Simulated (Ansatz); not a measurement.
Reaction (substitution at a C–Si bond): `CB(C)C[SiH3]` + HCl → `CB(C)CCl` + SiH₄

Computed with Ansatz on PBE0-D4/def2-TZVP structures; ΔE is electronic, products minus reactants. CCSD(T)/CBS is the MP2 limit (def2-TZVPP, def2-QZVPP) plus CCSD(T) − MP2 in def2-TZVPP, frozen cores. This one scheme is used for every species. Each species was taken in one conformer, which may not be the lowest.

```tsv
species	CCSD(T)/CBS(def2) energy (Eh)
`CB(C)C[SiH3]`	-434.67777
HCl	-460.38127
`CB(C)CCl`	-603.56634
SiH₄	-291.46306
```

Q: Work out ΔE.

A: ΔE = (-603.56634) + (-291.46306) − (-434.67777) − (-460.38127) = 0.02964 Eh = +77.8 kJ/mol.

Largest T1 diagnostic among the species: 0.011.

The D4 term adds +4.4 kJ/mol with B3LYP and +2.8 kJ/mol with PBE0; it sums over pairs of atoms, weighted by their polarisabilities, and B3LYP, whose exchange is more repulsive, gets the larger term. From PBE to PBE0 (25 % exact exchange), in def2-TZVPP and without D4, ΔE moves by +3.9 kJ/mol. In def2-TZVPP, CCSD(T) changes the Hartree–Fock value by +11.0 kJ/mol (the triples alone add −0.4 kJ/mol) and MP2 by +14.5 kJ/mol.

B3LYP here is the variant with VWN-RPA as its local correlation; programs differ in this.
